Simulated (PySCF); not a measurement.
Electrostatic solvation of a mixed set.

Level: CAM-B3LYP/def2-SVPD in PySCF, non-relativistic, each on one gas-phase PBE0-D3(BJ)/def2-SVP geometry that isn't relaxed in the solvent. The solvent is an IEF-PCM continuum (cavity from Bondi-type radii × 1.2). Specific hydrogen bonds and non-electrostatic terms are outside this model.

Task: Order them by E(solvent) − E(gas) in methanol (ε = 32.61), most negative first (kcal/mol).
A. `[NH2:1][B:2]([NH2:3])[CH:4]1[CH2:5][CH2:6]1` with N1–B2–C4–C5 101°
B. `C#CC#CC#CC#N`
C. `[CH3:1][CH2:2][O:3][SiH2:4][C:5]#[C:6][SiH2:7][OH:8]` with C1–C2–O3–Si4 -173°, C2–O3–Si4–C5 56°, C6–Si7–O8–H 54°

Result: C (-5.7), A (-4.9), B (-4.7).

```json
{"SMILES": "CCO[SiH2]C#C[SiH2]O", "charge": "0", "ΔE (kcal/mol)": "-5.7", "polarisation term (kcal/mol)": "-6.3", "HOMO shift (eV)": "-0.02", "dipole gas (D)": "0.35", "dipole solvent (D)": "0.47", "atoms": "18", "lowest singlet, gas (eV)": "5.40", "lowest singlet, solvent (eV)": "5.43"}
{"SMILES": "NB(N)C1CC1", "charge": "0", "ΔE (kcal/mol)": "-4.9", "polarisation term (kcal/mol)": "-5.3", "HOMO shift (eV)": "+0.03", "dipole gas (D)": "1.12", "dipole solvent (D)": "1.38", "atoms": "15", "lowest singlet, gas (eV)": "6.07", "lowest singlet, solvent (eV)": "6.20"}
{"SMILES": "C#CC#CC#CC#N", "charge": "0", "ΔE (kcal/mol)": "-4.7", "polarisation term (kcal/mol)": "-5.8", "HOMO shift (eV)": "+0.14", "dipole gas (D)": "5.37", "dipole solvent (D)": "7.33", "atoms": "9", "lowest singlet, gas (eV)": "3.32", "lowest singlet, solvent (eV)": "3.30"}
```

The polarisation term is half the interaction of the solute with the induced surface charges. Singlets are vertical TDDFT energies (frozen core, non-equilibrium response), the lowest in each medium.
